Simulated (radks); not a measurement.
Species: the germanium ion Ge+. Configuration: [Ar] 3d10 4s2 4p1.

Method: scalar-relativistic Kohn-Sham, Slater X-alpha with alpha = 0.874, spin-polarised, spherical densities, finite nucleus; open shells are filled with parallel spins first; Fermi nuclear charge, rms radius 4.0742 fm; computed with a radial shooting solver on a logarithmic mesh with Libxc functionals.

Energy parts (hartree):
total: -2115.78755
kinetic: 2155.37283
electron-nucleus: -5077.65838
Hartree: 903.82146
exchange: -97.32346

Orbitals (lengths in bohr, moments of r in powers of bohr; <r^-3> diverges for s and p1/2):
orbital	occ.	eigenvalue (hartree)	<r^-3>	<r^4>	<1/r>	<r^2>
1s up	1	-405.3122	-	0.00002262	32.41	0.002966
1s down	1	-405.3102	-	0.00002262	32.41	0.002966
2s up	1	-51.38866	-	0.004627	7.131	0.05170
2s down	1	-51.38834	-	0.004627	7.131	0.05170
2p up	3	-45.14542	1008	0.003367	7.002	0.04092
2p down	3	-45.14425	1008	0.003367	7.002	0.04092
3s up	1	-6.73085	-	0.3178	2.299	0.4440
3s down	1	-6.72888	-	0.3168	2.299	0.4436
3p up	3	-4.79485	137.9	0.4051	2.151	0.4832
3p down	3	-4.79219	138.1	0.4025	2.152	0.4822
3d up	5	-1.59185	14.89	1.033	1.818	0.6546
3d down	5	-1.58585	14.98	0.9855	1.825	0.6441
4s up	1	-0.80697	-	31.92	0.6623	4.472
4s down	1	-0.74752	-	31.22	0.6714	4.400
4p up	1	-0.47502	8.733	77.10	0.5313	6.811
4p down	0	-0.41042	8.957	81.82	0.5336	6.909

The highest occupied level is 4p up at -12.926 eV. Spin moment in Bohr magnetons: 1. Summed over all electrons, <r^2> = 26.31 bohr^2, which gives a Langevin (diamagnetic) susceptibility term of -20.8 x 10^-6 cm^3/mol. The density falls to 0.001 e/bohr^3 at r = 3.84 bohr. For comparison, the ionisation energy in NIST's Atomic Spectra Database is 15.935 eV (measured). In exact Kohn-Sham theory the highest level is minus the ionisation energy, but local and semilocal functionals leave it too shallow, through self-interaction and a potential that decays too fast; potentials with the right tail come closer.
